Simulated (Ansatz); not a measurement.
Mulliken charges of `C=[CH][InH2]` from B3LYP/def2-TZVPP in Ansatz (PBE0-D4/def2-TZVP geometry).

```tsv
atom	x (Å)	y (Å)	z (Å)	charge (e)
C1	-1.013	1.060	-0.052	-0.212
C2	0.205	0.624	-0.368	-0.326
In3	0.871	-1.315	0.227	0.536
H4	-1.716	0.455	0.517	0.103
H5	-1.375	2.045	-0.344	0.103
H6	0.848	1.292	-0.940	0.102
H7	2.443	-1.902	-0.168	-0.146
H8	-0.263	-2.258	1.128	-0.160
```

Problem. By hand: the dipole of these point charges (1 e Å = 4.8032 D).

Solution. Σ q r = (0.068, -0.105, 0.019) e Å, of length 0.127 e Å = 0.61 D.

Problem. How does the dipole of the full density compare? (Estimate.)

Solution. Ansatz gave: (-0.037, 0.128, -0.042) e Å, 0.67 D; the point charges give 0.91 times that, at 161° from its direction, so they point the opposite way.

Point charges leave out the atoms' own dipoles, such as those of lone pairs, and Mulliken's split depends on the basis, so the two needn't agree.

B3LYP here is the variant with VWN-RPA as its local correlation; programs differ in this.
